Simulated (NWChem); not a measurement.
**Lowest excitation of HIOSi**

```xyz
4

Si    -1.1348    -1.2745     0.0000
I      0.2966     0.7680     0.0000
O      0.0547    -2.4388     0.0000
H     -0.2721    -3.3479     0.0000
```
Charge 0, spin multiplicity 1.

The numbers come from NWChem runs, not from measurements. The geometry was optimised at PBE0/def2-SVP with def2 effective core potentials on I, a minimum by its harmonic frequencies. It is one conformer; others weren't searched.

Basis set: def2-SVPD.

Effective core potentials replace the inner electrons of I; spin-orbit coupling is left out. The correlated methods keep 10 core orbitals frozen. B3LYP has NWChem's definition, with VWN1-RPA local correlation. The structure started from a generated list of species. Coupled-cluster values serve here as a point of comparison, not as the truth.

**Question.** Order these methods by the lowest vertical singlet excitation energy they give, lowest first: TD-PBE, EOM-CCSD, CIS, TD-B3LYP, TD-CAM-B3LYP.

**Answer.** TD-PBE (3.29 eV), TD-B3LYP (3.52 eV), TD-CAM-B3LYP (3.64 eV), EOM-CCSD (3.77 eV), CIS (4.05 eV)
